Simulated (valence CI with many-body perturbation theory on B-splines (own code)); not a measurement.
# Ti+: what the settings do

Computed by configuration interaction combined with many-body perturbation theory (CI+MBPT): three valence electrons over a frozen Dirac-Fock core [Ar], radial functions for each j: 6 s, 6 p, 5 d, 5 f, 1 g, with the one-electron correlation potential Σ1 (screened to all orders), the two-electron term Σ2, the three-electron term Σ3, Breit, model QED; selected single and double excitations, second order for the rest, scaled by the run's own slope (own B-spline code, finite nucleus).

Set against measurement, 21 paired levels are off by 804 cm⁻¹ on average, the worst by 1723. Only levels of the ground parity were solved; by the run's estimate the other parity begins above the list, which can be wrong where configurations are misplaced.

The reference run has the lowest level 3d2 4s 4F_3/2 and an ionisation energy of 13.4495 eV. Its largest variational space holds 6355 state functions.

Changed runs:
A. Breit term on → off
B. factor on the speed of light 1 → 10; QED terms on → off; hole-hole ladder in Σ2 on → off
C. QED terms on → off
D. scale of Σ2 1 → 3 (bad on purpose)

Excitation energies of the reference run in cm⁻¹, and shifts in cm⁻¹:

```tsv
Level	Reference	A	B	C
3d2 4s 4F_5/2	92.5	+15	-92	-0.5
3d2 4s 4F_7/2	222	+38	-220	-1.1
3d2 4s 4F_9/2	388	+68	-384	-2.0
3d3 4F_3/2	2055	+58	-1030	+23
3d3 4F_5/2	2128	+73	-1103	+22
3d3 4F_7/2	2228	+95	-1201	+22
3d3 4F_9/2	2352	+124	-1324	+21
3d2 4s 2F_5/2	4681	+18	-175	+2.8
3d2 4s 2F_7/2	4947	+63	-438	+1.5
3d2 4s 2D_3/2	9355	+29	+773	+1.3
3d2 4s 2D_5/2	9379	+33	+750	+0.9
3d3 2G_7/2	10158	+79	-898	+19
Ionisation energy (eV)	13.4495	+0.0025	-0.0892	+0.0021
```

Run D ends with another lowest level, 3d3 4F_3/2, and an ionisation energy of 15.9308 eV.
